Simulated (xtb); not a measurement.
F$_{3}$Y, charge +1, doublet, at a GFN2-xTB geometry (such geometries of metal compounds can be far from the true shape) (the multiplicity is a formal guess); GFN2-xTB (xtb).

xtb was given this input:
```
$ xtb mol.xyz --gfn 2 --chrg 1 --uhf 1 --hess --json

# file mol.xyz
4

Y      0.08807380    -0.18615281    -0.44359134
F     -1.56664865    -0.60685022     0.72245082
F     -0.12233149     1.82469186    -0.01117909
F      1.30732700    -0.41117949     1.21095743
```

Predict the main parts of the log of this xtb run.


```
   ID    Z sym.   atoms
    1   39 Y      1
    2    9 F      2-4

           -------------------------------------------------
          |                Calculation Setup                |
           -------------------------------------------------

           -------------------------------------------------
          |                 G F N 2 - x T B                 |
           -------------------------------------------------

          ...................................................
          :                      SETUP                      :
          :.................................................:
          :  # basis functions                  22          :
          :  # atomic orbitals                  21          :
          :  # shells                            9          :
          :  # electrons                        23          :
          :  max. iterations                   250          :
          :  Hamiltonian                  GFN2-xTB          :
          :  restarted?                      false          :
          :  GBSA solvation                  false          :
          :  PC potential                    false          :
          :  electronic temp.          300.0000000     K    :
          :  accuracy                    1.0000000          :
          :  -> integral cutoff          0.2500000E+02      :
          :  -> integral neglect         0.1000000E-07      :
          :  -> SCF convergence          0.1000000E-05 Eh   :
          :  -> wf. convergence          0.1000000E-03 e    :
          :  Broyden damping             0.4000000          :
          :  net charge                          1          :
          :  unpaired electrons                  1          :
          ...................................................

 iter      E             dE          RMSdq      gap      omega  full diag
   1     10.7681694  0.107682E+02  0.588E+01    0.38       0.0  T
   2    -13.1696498 -0.239378E+02  0.287E+01   41.91       1.0  T
   3    -13.5948099 -0.425160E+00  0.207E+01   24.29       1.0  T
   4    -13.9268993 -0.332089E+00  0.170E+01   16.65       1.0  T
   5    -13.7639105  0.162989E+00  0.179E+01   19.95       1.0  T
   6    -13.8000184 -0.361079E-01  0.165E+01   16.47       1.0  T
   7    -14.2027220 -0.402704E+00  0.128E+01   10.04       1.0  T
   8    -14.5929515 -0.390229E+00  0.697E+00    0.97       1.0  T
   9    -14.8353113 -0.242360E+00  0.713E+00    4.04       1.0  T
[...]
         :: total energy             -14.936019187819 Eh    ::
[...]
   ------------------------------------------------------------------------
       1    113.99    -0.95401 ( 96.43%)    -0.81211 (  3.57%)    -0.94895
       2    114.00    -0.95397 ( 96.43%)    -0.81208 (  3.57%)    -0.94890
       3    123.80    -0.90642 ( 97.41%)    -0.78768 (  2.59%)    -0.90335
       4    226.22    -0.56908 ( 99.76%)    -0.60922 (  0.24%)    -0.56918
       5    278.64    -0.45974 ( 99.90%)    -0.54751 (  0.10%)    -0.45983
       6    278.65    -0.45973 ( 99.90%)    -0.54750 (  0.10%)    -0.45982
   ------------------------------------------------------------------------

   temp. (K)  partition function   enthalpy   heat capacity  entropy
                                   cal/mol     cal/K/mol   cal/K/mol   J/K/mol
 298.15  VIB   34.2                 2210.308     10.937     14.389
         ROT  0.424E+05              888.752      2.981     24.155
         INT  0.145E+07             3099.061     13.918     38.544
         TR   0.171E+28             1481.254      4.968     40.825
         TOT                        4580.3147    18.8862    79.3693   332.0814

       T/K    H(0)-H(T)+PV         H(T)/Eh          T*S/Eh         G(T)/Eh
   ------------------------------------------------------------------------
    298.15    0.729920E-02    0.988562E-02    0.377109E-01   -0.278253E-01
   ------------------------------------------------------------------------

         :::::::::::::::::::::::::::::::::::::::::::::::::::::
         ::                  THERMODYNAMIC                  ::
         :::::::::::::::::::::::::::::::::::::::::::::::::::::
         :: total free energy         -14.963844504476 Eh   ::
         ::.................................................::
         :: total energy              -14.936019187992 Eh   ::
         :: zero point energy           0.002586425572 Eh   ::
         :: G(RRHO) w/o ZPVE           -0.030411742056 Eh   ::
         :: G(RRHO) contrib.           -0.027825316485 Eh   ::
         :::::::::::::::::::::::::::::::::::::::::::::::::::::

           -------------------------------------------------
          | TOTAL ENERGY              -14.936019187992 Eh   |
          | TOTAL ENTHALPY            -14.926133566296 Eh   |
          | TOTAL FREE ENERGY         -14.963844504476 Eh   |
          | GRADIENT NORM               0.000008245895 Eh/α |
          | HOMO-LUMO GAP               2.912222490824 eV   |
           -------------------------------------------------

normal termination of xtb
```
